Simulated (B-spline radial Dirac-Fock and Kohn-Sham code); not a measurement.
Photoelectron lines of Nd³⁺ at 1500 eV

System: Nd³⁺, [Xe] 4f3.

The computed values come from a radial atomic solver: a relativistic central-field model (Hartree-Slater potential of the initial state, Latter tail, multipole expansion of the photon field, Dirac-Fock thresholds). The asymmetry parameter β is from the dipole term alone. Kinetic energies are from the vacuum level. Open shells are spread statistically over j, without multiplet splitting.

```csv
subshell,electrons,binding (eV),kinetic (eV),σ (kb),β
3p1/2,2,1444.7,55.26,79.4,0.63
3p3/2,4,1340.3,159.7,184,0.97
3d3/2,4,1040.1,459.9,326,0.92
3d5/2,6,1018.2,481.8,472,0.98
4s,2,364.9,1135.1,18.6,1.97
4p1/2,2,297.2,1202.8,21.9,1.68
4p3/2,4,274.6,1225.4,45.7,1.68
4d3/2,4,161.6,1338.4,44.6,1.36
4d5/2,6,157.7,1342.3,64.2,1.35
4f5/2,1.29,37.19,1462.8,1.97,1.04
4f7/2,1.71,36.78,1463.2,2.52,1.03
5s,2,76.87,1423.1,3.56,1.98
5p1/2,2,55.62,1444.4,3.54,1.72
5p3/2,4,52.17,1447.8,7.16,1.72
```

Branching ratios of the spin-orbit partners (statistical value in brackets): 3p 2.31 (2.00), 3d 1.45 (1.50), 4p 2.08 (2.00), 4d 1.44 (1.50), 4f 1.28 (1.33), 5p 2.02 (2.00).

Run: 5.7 s of CPU time on 1 thread of Intel(R) Xeon(R) Platinum 8375C CPU @ 2.90GHz (shared host), peak memory 0.47 GiB.
